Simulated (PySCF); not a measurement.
# From a computed spectrum to the compound

A species of 5 atoms with charge 0 has these harmonic modes (PBE, small Gaussian bases with core potentials, PySCF 2.14.0):

```csv
cm⁻¹,km/mol,symmetry
450,148.9,e
450,148.9,e
577,112.5,b2
629,0.0,a1
761,0.0,b1
1819,229.2,b2
1825,344.6,e
1825,344.6,e
1866,0.0,a1
```

Question: Which species is it, and in which structure?

Answer: TaH4 (doublet):
```xyz
5

Ta    0.0000    0.0000    0.0000
H     1.4860    0.0000    0.9758
H     0.0000    1.4860   -0.9758
H    -1.4860    0.0000    0.9758
H     0.0000   -1.4860   -0.9758
```
Ideal gas at 298.15 K and 1 bar: S = 254.9 J/(mol K), Cp = 56.6 J/(mol K), H − H(0 K) = 12.4 kJ/mol (rigid rotor, harmonic modes, spin degeneracy alone). Open shells may have lower solutions than the one found.
 The answer isn't unique; the calculation gave this one.
